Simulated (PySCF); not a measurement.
Molecule: sum formula SiOF3 (charge -1, singlet). It need not be the lowest isomer of its formula. Whether it binds its extra electron was not tested at this geometry. SMILES: F[Si](F)(F)[O-]
Coordinates optimised at B3LYP-D3(BJ)/def2-TZVP (Ansatz):
```
Si
O 1 1.5342
F 1 1.6279 2 117.51
F 1 1.6279 2 117.51 3 -120.00
F 1 1.6279 2 117.51 3 120.00
```
Charge -1, spin multiplicity 1.

Dispersion corrections to the total energy (kcal/mol) from the dftd3 and dftd4 libraries through PySCF: D3(BJ) without and D4 with the three-body term, each with the damping fitted for the functional named.

```
functional  D3(BJ)     D4
----------  ------  -----
PBE          -1.62      ?
revPBE       -4.16      ?
BP86         -2.65  -3.26
HF          -15.36  -9.60
B2PLYP           ?  -1.72
HSE06        -1.04  -1.91
TPSSh        -1.86  -3.05
```

Question: What belongs in the gaps?

Answer: 
- PBE, D4: -2.50
- revPBE, D4: -8.24
- B2PLYP, D3(BJ): -1.39
